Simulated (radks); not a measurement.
These are the eigenvalues of the occupied orbitals of an atom or ion with whole-number occupations (hartree). Method: Dirac Kohn-Sham, relativistic LDA (MacDonald-Vosko exchange, VWN5 correlation), spin-unpolarised, spherical densities, finite nucleus; Fermi nuclear charge, rms radius of each element as measured or else 0.836 A^(1/3) + 0.57 fm; computed with a radial shooting solver on a logarithmic mesh with Libxc functionals.

orbital  eigenvalue
1s1/2     -1179.286
2s1/2     -201.3546
2p1/2     -190.5408
2p3/2     -180.5135
3s1/2     -58.04429
3p1/2     -53.57077
3p3/2     -51.63590
3d3/2     -43.75286
3d5/2     -43.33818
4s1/2     -25.66998

Which element is it, and in what charge state? The configuration may be excited. Open shells, if any, fill j = l - 1/2 first.

Answer. Z = 52, tellurium, charge +22: Te22+ in [Ar] 3d10 4s2. The list shows which subshells hold electrons but not how many an open one holds; the 1s level, -1179.3 hartree, gives Z - s = 48.6 by -(Z - s)^2/2, which with screening and relativity narrows Z to a few neighbours, and the depths of the outer levels then fix element, charge and occupations together.
